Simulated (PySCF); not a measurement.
C5H5F, SMILES C=C=CC(=C)F. Coordinates come from a PBE-D3(BJ)/def2-SVP optimisation. The structure was generated by enumeration, and PubChem lists no compound with its InChIKey, so it may never have been made. The values are those of a single conformer.

Computed equilibrium geometry at PBE-D3(BJ)/def2-SVP (PySCF confirms it by a frequency run) as Cartesian coordinates in Å, and its point group (one conformer of several):
point group Cs.
```xyz
11

C     -0.1103    -2.6636     0.0000
C      0.3533    -1.4353     0.0000
C      0.8340    -0.1982     0.0000
C      0.0075     1.0073     0.0000
C      0.4632     2.2774     0.0000
F     -1.3201     0.7690     0.0000
H     -0.3179    -3.2015    -0.9421
H     -0.3179    -3.2015     0.9421
H      1.9266    -0.0383     0.0000
H     -0.2387     3.1219     0.0000
H      1.5430     2.4732     0.0000
```
